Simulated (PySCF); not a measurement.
A structure optimised at r2SCAN-D4/def2-SVP, used in a PySCF frequency run:

```xyz
11

Si    -0.3823    -0.4169     0.0000
C     -1.1698     0.2652     1.5500
C     -1.1698     0.2652    -1.5500
Cl     1.6375     0.1241     0.0000
H     -0.4258    -1.9086     0.0000
H     -2.2339    -0.0198     1.6015
H     -0.6694    -0.1189     2.4524
H     -1.1079     1.3650     1.5683
H     -0.6694    -0.1189    -2.4524
H     -2.2339    -0.0198    -1.6015
H     -1.1079     1.3650    -1.5683
```

### Question
Write its SMILES, formula and point group.

### Answer
C[SiH](C)Cl, C2H7ClSi, Cs

### Question
What are its rotational constants (standard atomic weights)?

### Answer
5.3482, 3.1782, 2.2517 GHz
